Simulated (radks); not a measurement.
The numbers below are computed, except where a source is named.
Species: Ni3+. Configuration: [Ne] 3s1.5 3p6 3d7 4d0.5 (fractional occupations, a model configuration). Code: a radial shooting solver on a logarithmic mesh with Libxc functionals. Model: Dirac Kohn-Sham, LDA (Slater exchange, Perdew-Wang correlation), spin-unpolarised, spherical densities, finite nucleus; open shells are shared between the two j in proportion to 2j + 1; Fermi nuclear charge, rms radius 3.7757 fm.

X-ray form factor f0, the Fourier transform of the density (f0(0) = 25):

| sin(theta)/lambda (1/angstrom) | f0 (electrons) |
|---|---|
| 0.05 | 24.676 |
| 0.1 | 23.829 |
| 0.15 | 22.680 |
| 0.2 | 21.362 |
| 0.25 | 19.933 |
| 0.3 | 18.444 |
| 0.4 | 15.526 |
| 0.5 | 12.986 |
| 0.6 | 10.971 |
| 0.8 | 8.364 |
| 1 | 6.975 |
| 1.25 | 5.936 |
| 1.5 | 5.107 |
| 2 | 3.626 |
